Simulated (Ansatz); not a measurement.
`C[NH][GeH2][NH2]`. Charge 0, multiplicity 1.

Cartesian coordinates in Å:
```
C -0.854 1.748 0.316
N 0.227 0.817 0.073
Ge -0.087 -0.983 0.024
N 1.489 -1.691 -0.586
H -0.563 2.760 0.016
H -1.195 1.795 1.360
H -1.718 1.473 -0.296
H 1.070 1.059 0.573
H -1.330 -1.142 -0.884
H -0.347 -1.679 1.383
H 1.707 -1.475 -1.549
H 1.602 -2.682 -0.431
```

(1) What are the harmonic wavenumbers in cm⁻¹ at PBE0-D4/def2-TZVP (Ansatz, finite differences of forces, unscaled)? (An estimate is asked.)

(2) Is this a minimum?

(3) Give the ideal-gas thermochemistry at 298.15 K and 1 bar (rigid rotor, harmonic oscillator; point group C1, symmetry number 1).

Results:

(1) Computed: 80, 139, 171, 215, 313, 510, 529, 552, 643, 690, 709, 784, 891, 926, 1094, 1139, 1146, 1393, 1455, 1487, 1514, 1576, 2095, 2109, 2985, 3060, 3099, 3569, 3596, 3667.

(2) Yes, all 30 modes are real.

(3) Zero-point energy 252.0 kJ/mol; H(298) − E = 273.1 kJ/mol; entropy 343.4 J/(mol·K), of which translation 168.6, rotation 107.9, vibration 66.8; G(298) − E = 170.7 kJ/mol. Modes under 100 cm⁻¹ are hindered rotations or soft bends, so the harmonic entropy is rough.
